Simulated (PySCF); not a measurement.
Two species compared at the same levels of theory.

First species: OsO₄ (singlet state).
SMILES: `[O]=[Os](=[O])(=[O])=[O]`

Second species: C4H4N2Se.
SMILES: `C=Cc1cn[se]n1`

Levels: PBE0/def2-SVPD for dipole moment, HOMO energy, LUMO energy, HOMO–LUMO gap and static isotropic polarisability; TDDFT PBE0/def2-SVPD for lowest singlet excitation. Geometries: PBE0-D3(BJ)/def2-SVP. All species are isolated and taken at one optimised geometry (atoms past krypton carry core potentials, spin–orbit coupling is left out). Electronic properties by PySCF.

Dipoles, sizes and rotational constants follow the conformer. The torsions of the flexible species, by atom-mapped SMILES:
- `[CH2:1]=[CH:2][c:3]1[cH:4][n:5][se:6][n:7]1`: C1–C2–C3–C4 180°

```tsv
property	column X	column Y
dipole moment	1.32 D	0.00 D
HOMO energy	-7.03 eV	-10.73 eV
LUMO energy	-2.15 eV	-4.47 eV
HOMO–LUMO gap	4.88 eV	6.26 eV
lowest singlet excitation	4.29 eV	4.25 eV
static isotropic polarisability	88.6 au	48.1 au
```

Q: Which column belongs to which species?

A: Column X is the second species and column Y the first. The first has 5 atoms and 108 electrons, the second 11 and 76.

Q: How does each property change from the first species to the second?

A: dipole moment +1.32 D; HOMO energy +3.70 eV; LUMO energy +2.32 eV; HOMO–LUMO gap -1.38 eV; lowest singlet excitation +0.04 eV; static isotropic polarisability +40.5 au.

On the first: The principal polarisabilities are 48.1, 48.1 and 48.1 au; their mean is the isotropic value. The 10 singlets span 4.25 to 5.71 eV, and their oscillator strengths add up to 0.05. Atoms past krypton carry effective core potentials; spin–orbit coupling is left out.

On the second: The 6 singlets span 4.29 to 5.83 eV, and their oscillator strengths add up to 0.41. The polarisability is 13.13 Å³ as a volume (1 au = 0.148185 Å³), or 1.17 au for each of the 76 electrons. The calculation is non-relativistic and has no spin–orbit coupling, an omission that weighs most on selenium.
